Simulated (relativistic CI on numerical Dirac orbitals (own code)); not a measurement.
Fe+ in a cubic cluster: 2p photoemission with charge transfer

Computed with a charge-transfer multiplet model of a cubic metal-ligand cluster with up to 2 ligand holes, Slater and spin-orbit integrals from Dirac-Coulomb-Breit ions, Slater integrals scaled by 0.9. The ground state mixes d7 with configurations of k ligand holes L, whose averages lie at kΔ + k(k − 1)U_dd/2; a core hole lowers each added d electron by U_cd. 300 K, Lorentzian 0.6 eV and Gaussian 0.8 eV FWHM.

Atomic integrals in eV (Slater integrals scaled, ζ unscaled), ground: F2dd 8.720, F4dd 5.369, zeta_d 0.042; with the core hole: F2dd 10.545, F4dd 6.555, zeta_d 0.067, zeta_core 8.135, F2cd 6.142, G1cd 4.566, G3cd 2.594.

Cluster parameters (eV): Δ = 6.9, U_dd = 7.5, U_cd = 8.6, 10Dq(ligand) = 0.9, V(eg) = 1.7, V(t2g) = -0.78, final-state hopping factor = 0.9.

```csv
Case,n_d,d7,d8L,d9L2,S
10Dq = -0.15 eV,7.08,0.92,0.08,0.00,1.50
10Dq = 0.15 eV,7.08,0.92,0.08,0.00,1.50
10Dq = 0.45 eV,7.08,0.92,0.08,0.00,1.50
10Dq = 0.75 eV,7.08,0.92,0.08,0.00,1.50
10Dq = 1.05 eV,7.08,0.92,0.07,0.00,1.50
```

Weights, n_d and S are thermal averages at 300 K. Binding energies count from the first peak over 30 % of the highest in each spectrum, which can be another peak from case to case. The parameters are a model scan and need not match a compound or its usual spin state. A negative ionic 10Dq is a model choice; hopping adds the covalent part of the field. Peaks in eV (height, largest 100):
- 10Dq = -0.15 eV: 0.0 (100), 5.2 (65), 8.1 (24), 14.4 (68), 18.4 (42)
- 10Dq = 0.15 eV: 0.0 (100), 5.1 (63), 8.0 (22), 14.2 (65), 18.3 (38)
- 10Dq = 0.45 eV: 0.0 (100), 5.0 (60), 8.1 (20), 14.1 (63), 18.2 (35)
- 10Dq = 0.75 eV: 0.0 (100), 5.0 (57), 8.3 (18), 14.0 (62), 18.2 (33)
- 10Dq = 1.05 eV: 0.0 (100), 3.3 (46), 5.0 (54), 8.5 (16), 14.0 (62), 18.1 (31)

Curve for 10Dq = 1.05 eV (points under 2 left out, the grid thinned):

(E (eV), Intensity): (-3.7, 2.0), (-3.1, 2.8), (-2.5, 4.1), (-1.9, 6.9), (-1.4, 13.4), (-0.8, 44.4), (-0.2, 96.8), (0.4, 89.0), (1.0, 74.8), (1.6, 65.9), (2.2, 57.0), (2.7, 47.2), (3.3, 46.2), (3.9, 43.7), (4.5, 47.2), (5.1, 54.0), (5.7, 40.4), (6.3, 25.5), (6.9, 19.3), (7.4, 17.4), (8.0, 15.9), (8.6, 15.9), (9.2, 12.2), (9.8, 8.7), (10.4, 6.7), (11.0, 5.1), (11.5, 5.3), (12.1, 8.1), (12.7, 20.3), (13.3, 46.5), (13.9, 61.4), (14.5, 53.8), (15.1, 35.3), (15.7, 19.8), (16.2, 14.1), (16.8, 15.0), (17.4, 23.1), (18.0, 30.8), (18.6, 27.2), (19.2, 18.6), (19.8, 12.2), (20.3, 9.1), (20.9, 6.1), (21.5, 3.7), (22.1, 2.2)

For the case 10Dq = 0.45 eV, Δ = 6.9 eV is smaller than U_dd = 7.5 eV, the charge-transfer side of the Zaanen-Sawatzky-Allen scheme. With the core hole the average of the configuration with one ligand hole lies at Δ − U_cd = -1.7 eV before mixing: the effective hopping of about 2.2 eV (from the holes of the mixed ground state) is comparable with this gap or larger, so the configurations mix strongly.
